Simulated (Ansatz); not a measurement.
Reaction (formal exchange of groups at the Si–C bond): `O[Si@H](Cl)C[Si@H](O)Cl` + `F[SiH3]` → `O[SiH](Cl)[SiH2]F` + `C[SiH](O)Cl`

Program: Ansatz. Geometries: PBE0-D4/def2-TZVP. ΔE: electronic, gas phase. CBS: MP2 limit from def2 TZ/QZ plus the TZ coupled-cluster correction, frozen cores. This one scheme is used for every species. One conformer a species, not always the lowest.

```csv
level,ΔE (kJ/mol)
SCS-MP2/def2-TZVPP,47.9
CCSD/CBS(def2),40.8
```

(1) What does CCSD(T)/CBS give? (An estimate is asked.)

Largest T1 diagnostic among the species: 0.012.

Results:

(1) Computed: +42.4 kJ/mol. The listed levels differ from it by 5.5, -1.6 kJ/mol.

From PBE to PBE0 (25 % exact exchange), in def2-TZVPP and without D4, ΔE moves by +7.0 kJ/mol. In def2-TZVPP, CCSD(T) changes the Hartree–Fock value by +9.1 kJ/mol (the triples alone add +1.7 kJ/mol) and MP2 by +16.7 kJ/mol. The D4 term adds +9.8 kJ/mol with B3LYP and +5.6 kJ/mol with PBE0; it sums over pairs of atoms, weighted by their polarisabilities, and B3LYP, whose exchange is more repulsive, gets the larger term.

B3LYP here is the variant with VWN-RPA as its local correlation; programs differ in this.
